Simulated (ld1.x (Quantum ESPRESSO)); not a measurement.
## Which change was made? (Mo, ultrasoft)

* Element: molybdenum
* Generator: ld1.x (Quantum ESPRESSO) 7.5
* Type: ultrasoft
* Functional: LDA (PZ)
* Relativity: scalar-relativistic
* Frozen core: [Ar] 3d10 4s2
* Valence charge: 12
* Reference configuration: 4p6 4d5 5s0 5p1
* Partial waves: 5s (bound, empty): rcut 2.25, rcutus 2.80 bohr; 5s channel at 2.05 Ry: rcut 2.25, rcutus 2.80 bohr; 4p (bound): rcut 1.65, rcutus 1.95 bohr; 5p (bound): rcut 1.65, rcutus 1.95 bohr; 4d (bound): rcut 1.95, rcutus 2.20 bohr; 4d channel at -0.1 Ry: rcut 1.95, rcutus 2.20 bohr
* Local potential: all-electron potential smoothed inside 2.75 bohr (lloc = -1)
* Core correction: none
* Augmentation charge: built from norm-conserving waves at rcut, not smoothed further

Cutoffs, loose and tight: the cutoffs (Ry, on a coarse ladder) from which the occupation-weighted sum of valence levels, in a spherical-Bessel basis at the reference potential, stays within 10 and 1 mRy of its value at 400 Ry. They do not see the model core or the augmentation charge, which bear on the density cutoff. Test errors are all-electron minus pseudo excitation energies from the reference, over the configurations 4p6 4d5 5s1 5p0; 4p6 4d5 5s0 5p0; 4p6 4d4 5s0 5p0; 4p6 4d4 5s1 5p0; 4p6 4d3 5s0 5p0; 4p6 4d4 5s1 5p1; 4p6 4d2 5s0 5p0 (two spin-polarised tests are not counted in the largest error); variants that change the core or the reference have their own tests. The largest error is taken over the tests solved by every variant that gives reliable tests at all, those not shown here included: 4p6 4d4 5s0 5p0; 4p6 4d4 5s1 5p0; 4p6 4d5 5s0 5p0; 4p6 4d5 5s1 5p0.

The base gives: outcome: generated, misses its reference levels by 0.46 eV; bound ghosts: not determined; largest test error (meV): +544.

Q: After one change the result is: outcome: generated; cutoff, loose: 50 Ry; cutoff, tight: 100 Ry; bound ghosts: none; largest test error (meV): -17. Which change was it?
A. waves 4p (bound): rcut 1.12, rcutus 1.18 bohr; 5p (bound): rcut 1.12, rcutus 1.18 bohr
B. local potential all-electron potential smoothed inside 2.50 bohr (lloc = -1)
C. local potential all-electron potential smoothed inside 1.55 bohr (lloc = -1)

A: A. The others give: local potential all-electron potential smoothed inside 2.50 bohr (lloc = -1) → outcome: generated, misses its reference levels by 0.51 eV; bound ghosts: not determined; largest test error (meV): +534 | local potential all-electron potential smoothed inside 1.55 bohr (lloc = -1) → outcome: generated, overlap not positive; bound ghosts: not determined (overlap not positive); largest test error (meV): +565. A file whose overlap is not positive is unfit for use, and its test errors describe a broken file.
